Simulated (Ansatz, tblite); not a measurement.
Forces on RuO3(NH) (RuNO₃H) at its PBE0-D4/def2-SVP geometry. Charge 0, multiplicity 1.

In the def2 sets Ru takes a core potential; there is no spin–orbit coupling. The xTB rows come from tblite. The restricted singlet is unstable towards broken spin symmetry at other levels; at r2SCAN-D4/def2-TZVP this wasn't settled.

GFN1-xTB (tblite), largest force 3.00 eV/Å:

```xyz
6
positions Å, forces eV/Å
Ru   -0.195    0.249   -0.296   -0.943    0.537   -1.536
O    -1.706   -0.470   -0.309    2.768    1.128    0.167
O    -0.316    1.911   -0.240    0.258   -2.529    0.043
O     0.623   -0.257   -1.665   -1.351    0.752    2.567
N     0.663   -0.246    1.101   -0.739   -0.503   -1.353
H     0.931   -1.187    1.409    0.007    0.616    0.111
```

GFN2-xTB (tblite), largest force 1.75 eV/Å:

```
Ru -0.696 0.335 -1.142
O 1.612 0.665 0.104
O 0.215 -1.374 0.151
O -0.782 0.447 1.499
N -0.554 -0.484 -1.032
H 0.205 0.410 0.420
```

r2SCAN-D4/def2-TZVP (Ansatz), largest force 0.99 eV/Å:

```
Ru 0.022 -0.256 -0.002
O -0.774 -0.317 -0.016
O -0.063 0.917 0.036
O 0.405 -0.208 -0.702
N 0.498 -0.309 0.804
H -0.087 0.173 -0.121
```
